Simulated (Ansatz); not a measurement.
Relaxation of the cluster TePb₃Cl₄ with RKS r2SCAN-D4/def2-SVP.

```sh
$ ansatz run in.yaml --threads 4 --pin off --events-out ev --progress --plain --max-ram 8704MiB
```

```yaml
crystal:
  periodic: [false, false, false]
  atoms:
    - {symbol: Pb, position_ang: [-1.281470, 1.781350, 0.039720]}
    - {symbol: Pb, position_ang: [1.031610, -0.835460, -1.720130]}
    - {symbol: Pb, position_ang: [-0.277450, -1.483540, 2.349680]}
    - {symbol: Te, position_ang: [-1.504640, -1.116860, -0.259600]}
    - {symbol: Cl, position_ang: [1.963630, -1.494100, 1.027460]}
    - {symbol: Cl, position_ang: [1.268110, 1.551200, -0.547820]}
    - {symbol: Cl, position_ang: [-0.496980, 0.426720, -3.482070]}
    - {symbol: Cl, position_ang: [-0.702810, 1.170690, 2.592760]}
basis:
  gaussian: {orbitals: def2-SVP}
hamiltonian: {xc: r2scan, dispersion: d4}
scf: {lower_state_search: "off"}
output: {orbitals: {seedname: orbitals}}
relax: {f_tol: 0.02, max_steps: 100}
```

It took 89 s on 4 threads of Arm Neoverse N1 on a shared host.

Positions (Å) and forces (eV/Å) at steps 1, 2, 3, 4, 5, 6, 7, 9 of 9:

```xyz
8
step=1 energy=-73131.1682 eV
Pb   -1.281    1.781    0.040   -0.125    0.160   -0.392
Pb    1.032   -0.835   -1.720    0.159   -0.129   -0.954
Pb   -0.277   -1.484    2.350    0.243   -0.193    0.187
Te   -1.505   -1.117   -0.260   -1.132   -0.621   -0.280
Cl    1.964   -1.494    1.027    0.284   -0.168    0.452
Cl    1.268    1.551   -0.548    0.459    0.649    0.204
Cl   -0.497    0.427   -3.482    0.060   -0.041    0.345
Cl   -0.703    1.171    2.593    0.052    0.342    0.440
8
step=2 energy=-73131.4024 eV
Pb   -1.274    1.764   -0.007    0.166   -0.376   -0.128
Pb    1.047   -0.836   -1.781   -0.390    0.219   -0.014
Pb   -0.256   -1.487    2.354   -0.047    0.124   -0.259
Te   -1.665   -1.216   -0.309    0.204    0.028    0.134
Cl    2.017   -1.524    1.089   -0.001   -0.047    0.147
Cl    1.339    1.636   -0.535   -0.006   -0.022    0.012
Cl   -0.513    0.443   -3.446    0.074    0.043    0.190
Cl   -0.695    1.218    2.635   -0.001    0.030   -0.082
8
step=3 energy=-73131.4907 eV
Pb   -1.209    1.641   -0.123   -0.191    0.100   -0.214
Pb    0.977   -0.788   -1.719    0.088   -0.167   -0.073
Pb   -0.270   -1.470    2.324   -0.018    0.032    0.037
Te   -1.703   -1.313   -0.304    0.184   -0.036    0.064
Cl    2.038   -1.523    1.139   -0.038   -0.005    0.022
Cl    1.422    1.665   -0.536    0.056   -0.097    0.041
Cl   -0.572    0.551   -3.329   -0.104    0.202    0.131
Cl   -0.683    1.236    2.549    0.023   -0.028   -0.009
8
step=4 energy=-73131.5642 eV
Pb   -1.212    1.598   -0.239   -0.224    0.210   -0.228
Pb    0.965   -0.798   -1.709    0.266   -0.266    0.080
Pb   -0.270   -1.462    2.333   -0.025    0.123    0.124
Te   -1.686   -1.369   -0.291    0.124   -0.084   -0.019
Cl    2.044   -1.531    1.170   -0.016   -0.009   -0.084
Cl    1.449    1.637   -0.532    0.065   -0.123    0.058
Cl   -0.616    0.674   -3.184   -0.219    0.247   -0.030
Cl   -0.675    1.250    2.452    0.028   -0.098    0.099
8
step=5 energy=-73131.6329 eV
Pb   -1.248    1.583   -0.355   -0.099    0.161   -0.017
Pb    0.990   -0.843   -1.719    0.153   -0.080    0.228
Pb   -0.258   -1.407    2.350   -0.038    0.157    0.133
Te   -1.633   -1.421   -0.292    0.032   -0.034   -0.061
Cl    2.044   -1.534    1.151    0.050   -0.057   -0.159
Cl    1.467    1.542   -0.476   -0.037   -0.079   -0.006
Cl   -0.676    0.802   -3.050   -0.083    0.069   -0.270
Cl   -0.687    1.278    2.391    0.023   -0.138    0.152
8
step=6 energy=-73131.6622 eV
Pb   -1.304    1.616   -0.436   -0.012   -0.085   -0.015
Pb    1.043   -0.839   -1.667   -0.012   -0.163    0.009
Pb   -0.183   -1.286    2.360    0.001   -0.136    0.066
Te   -1.589   -1.397   -0.277   -0.048    0.034   -0.014
Cl    2.082   -1.698    1.044   -0.016    0.063   -0.103
Cl    1.407    1.482   -0.369    0.034    0.160    0.021
Cl   -0.697    0.811   -3.101    0.055    0.037    0.127
Cl   -0.758    1.311    2.446   -0.002    0.090   -0.091
8
step=7 energy=-73131.6762 eV
Pb   -1.307    1.607   -0.429    0.043   -0.013   -0.031
Pb    1.036   -0.860   -1.650    0.029    0.000    0.036
Pb   -0.196   -1.316    2.370   -0.002    0.016   -0.026
Te   -1.604   -1.405   -0.269   -0.036   -0.007    0.011
Cl    2.068   -1.668    1.028   -0.011    0.020   -0.012
Cl    1.413    1.518   -0.390   -0.031    0.002   -0.020
Cl   -0.671    0.818   -3.077   -0.005    0.011    0.031
Cl   -0.738    1.305    2.418    0.013   -0.027    0.010
8
step=9 energy=-73131.6784 eV
Pb   -1.299    1.608   -0.443   -0.001   -0.003   -0.002
Pb    1.043   -0.868   -1.627   -0.004    0.003    0.003
Pb   -0.214   -1.329    2.365   -0.007   -0.006    0.003
Te   -1.618   -1.404   -0.275    0.001    0.000    0.007
Cl    2.064   -1.640    1.029    0.007   -0.004   -0.004
Cl    1.416    1.531   -0.408   -0.002    0.003    0.001
Cl   -0.678    0.818   -3.066    0.003    0.003   -0.007
Cl   -0.715    1.284    2.424    0.002    0.005   -0.002
```

In the def2 sets Pb, Te take a core potential; there is no spin–orbit coupling. The structure comes from a short search, and lower isomers may exist.
